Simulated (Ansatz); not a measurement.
The same path of AlBrH3N (6 atoms, charge 0, multiplicity 1) was run 3 times with different band settings. The coordinate that changes most is the dihedral H5–N1–Al2–Br3.

Computed with RKS PBE0/def2-SVP (Ansatz 0.2.0).

Relaxed end points:

```xyz
6
Properties=species:S:1:pos:R:3
N -0.541 0.313 -0.788
Al 0.368 -0.090 0.667
Br 1.484 -2.058 0.696
H -1.077 1.164 -0.915
H -0.605 -0.269 -1.617
H 0.413 0.875 1.911
```

```xyz
6
Properties=species:S:1:pos:R:3
N -0.541 0.313 -0.787
Al 0.369 -0.091 0.667
Br 1.484 -2.060 0.692
H -0.606 -0.266 -1.617
H -1.076 1.166 -0.911
H 0.412 0.875 1.910
```

Common settings: movable images 5; climbing image yes; spring 5.0 eV/Å²; optimiser quadratic models (default); start path IDPP; end points relaxed.

| run | force threshold | iteration limit |
| --- | --- | --- |
| 1 | 0.03 eV/Å | 60 |
| 2 | 0.03 eV/Å | 10 |
| 3 | 0.5 eV/Å | 60 |

(1) What does each run give, and how far can it be trusted?

Answers

(1) Run 1: converged after 6 iterations, highest image 0.376 eV above the first end. A vibrational analysis at the climbing image gives one clearly imaginary mode, 372i cm⁻¹: a first-order saddle point.
Run 2: converged after 6 iterations, highest image 0.376 eV above the first end. Another band between the same ends (5 images) ends at a top of the same energy, where a vibrational analysis finds 1 clearly imaginary mode.
Run 3: converged after 2 iterations, highest image 0.402 eV above the first end. The threshold of 0.5 eV/Å is loose, so the images may lie well off the minimum-energy path. The order of the stationary point at the top wasn't checked.
